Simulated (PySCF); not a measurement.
```xyz
6

O      1.2127    -0.1382     0.3732
Si    -0.3900     0.0231     0.0255
H      1.8255    -0.2003    -0.3600
H     -0.6605     1.2594    -0.7587
H     -1.0839     0.0938     1.3315
H     -0.9018    -1.1354    -0.7572
```

Charge 0, multiplicity 1.

Task: Give the Mulliken and meta-Löwdin atomic charges from PBE0-D4/def2-TZVP in PySCF 2.14.0.

Result: 
```json
[
 {"atom": "O1", "Mulliken (e)": "-0.53", "meta-Löwdin (e)": "-0.76"},
 {"atom": "Si2", "Mulliken (e)": "0.33", "meta-Löwdin (e)": "0.75"},
 {"atom": "H3", "Mulliken (e)": "0.32", "meta-Löwdin (e)": "0.35"},
 {"atom": "H4", "Mulliken (e)": "-0.05", "meta-Löwdin (e)": "-0.12"},
 {"atom": "H5", "Mulliken (e)": "-0.03", "meta-Löwdin (e)": "-0.10"},
 {"atom": "H6", "Mulliken (e)": "-0.05", "meta-Löwdin (e)": "-0.12"}
]
```
